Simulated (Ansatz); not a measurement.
`C=[CH][InH2]` + NH₃ → `[NH2][InH2]` + `C=C` at 400 K and 1 bar (ligand exchange at the In–C bond).

Computed with Ansatz on PBE0-D4/def2-TZVP structures; ΔE is electronic, products minus reactants. CBS: MP2 limit from def2 TZ/QZ plus the TZ coupled-cluster correction, frozen cores. This one scheme is used for every species. Elements past krypton have def2 core potentials. For In outer-core shells are correlated without core-valence functions, which leaves a few kJ/mol of doubt a bond.

| species | CCSD(T)/CBS energy (Eh) | H − E (kJ/mol) | S (J/(mol·K)) |
| --- | --- | --- | --- |
| `C=[CH][InH2]` | -268.86241 | 164.7 | 336.3 |
| NH₃ | -56.50880 | 104.2 | 203.1 |
| `[NH2][InH2]` | -246.90424 | 118.2 | 303.3 |
| `C=C` | -78.48111 | 149.4 | 232.7 |

H − E and S are ideal-gas, rigid-rotor, harmonic terms from PBE0-D4/def2-TZVP. 1 Eh = 2625.50 kJ/mol, R = 8.31446 J/(mol·K).

**Question.** By hand: ΔE, ΔH, ΔS and ΔG.

**Answer.** ΔE = (-246.90424) + (-78.48111) − (-268.86241) − (-56.50880) = -0.01414 Eh = -37.1 kJ/mol. Δ(H − E) = 118.2 + 149.4 − 164.7 − 104.2 = -1.3, so ΔH = -38.4 kJ/mol. ΔS = 303.3 + 232.7 − 336.3 − 203.1 = -3.4 J/(mol·K). ΔG = -38.4 − 400 × (-3.4)/1000 = -37.0 kJ/mol.

**Question.** By hand: the equilibrium constant, and the temperature at which ΔG would vanish if ΔH and ΔS stayed fixed.

**Answer.** log₁₀ K = −ΔG/(RT ln 10) = 4.8. ΔG = 0 at ΔH/ΔS = 11294 K, far beyond where these terms or the molecules hold.

The number of gas molecules stays the same, so ΔS is small and ΔH decides. A doubt of 5 kJ/mol in ΔE shifts log₁₀ K by 0.7 here. These are equilibria of isolated gas molecules and say nothing of rates. Largest T1 diagnostic: 0.016 (customary marks: 0.02 for closed shells, 0.045 for open ones).
